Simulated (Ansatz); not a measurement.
Computed with Ansatz on PBE0-D4/def2-TZVP structures; ΔE is electronic, products minus reactants. CCSD(T)/CBS is the MP2 limit (def2-TZVPP, def2-QZVPP) plus CCSD(T) − MP2 in def2-TZVPP, frozen cores. This one scheme is used for every species. Functionals use def2-TZVPP. B3LYP here is the variant with VWN-RPA as its local correlation; programs differ in this. For Br, Ge outer-core shells are correlated without core-valence functions, which leaves a few kJ/mol of doubt a bond. Scalar relativity is left out up to krypton. One conformer a species, not always the lowest.

`[CH3][GeH2][CH](F)F` + HBr → `[CH3][GeH2][Br]` + `FCF`  (ligand exchange at a Ge–C bond)

`[CH3][GeH2][CH](F)F`:

Z-matrix (Å, degrees):
```
C
Ge 1 1.948
H 1 1.091 2 110.4
H 1 1.091 2 110.5 3 -120.0
H 1 1.090 2 109.8 3 119.9
C 2 1.999 1 108.4 3 -178.1
H 2 1.539 1 111.7 3 63.8
H 2 1.536 1 112.0 3 -60.2
F 6 1.366 2 109.8 1 55.6
F 6 1.363 2 110.9 1 174.0
H 6 1.096 2 114.2 1 -64.7
```

HBr:

```xyz
2

Br   -0.451   -0.293   -0.464
H     0.451    0.293    0.464
```

`[CH3][GeH2][Br]`:

Cartesian coordinates in Å:
```
C 0.139 -1.066 0.005
Ge -0.143 0.842 -0.211
Br 0.060 1.828 1.879
H -0.606 -1.475 0.687
H 1.133 -1.249 0.412
H 0.051 -1.565 -0.962
H -1.556 1.181 -0.708
H 0.921 1.503 -1.101
```

`FCF`:

Cartesian coordinates in Å:
```
F -0.413 -0.817 -0.936
C -0.046 0.043 0.039
F 1.297 -0.010 0.179
H -0.329 1.056 -0.260
H -0.510 -0.271 0.978
```

| level | ΔE (kcal/mol) | difference from CCSD(T)/CBS |
| --- | --- | --- |
| r2SCAN-D4 | -29.7 | 0.3 |
| PBE0-D4 | -30.5 | -0.5 |
| B3LYP-D4 | -29.9 | 0.1 |
| ωB97X-V | -29.7 | 0.3 |
| B2PLYP | -30.7 | -0.7 |
| CCSD/def2-TZVPP | -30.3 | -0.3 |
| HF/def2-QZVPP | -36.3 | -6.3 |
| MP2/def2-QZVPP | -31.6 | -1.6 |
| HF/CBS(def2) | -36.3 | -6.3 |
| MP2/CBS(def2) | -31.7 | -1.7 |
| CCSD(T)/CBS | -30.0 | 0 |

Largest T1 diagnostic among the species: 0.012.

In def2-TZVPP, CCSD(T) changes the Hartree–Fock value by +6.7 kcal/mol (the triples alone add +0.7 kcal/mol) and MP2 by +4.9 kcal/mol. From PBE to PBE0 (25 % exact exchange), in def2-TZVPP and without D4, ΔE moves by −2.2 kcal/mol.
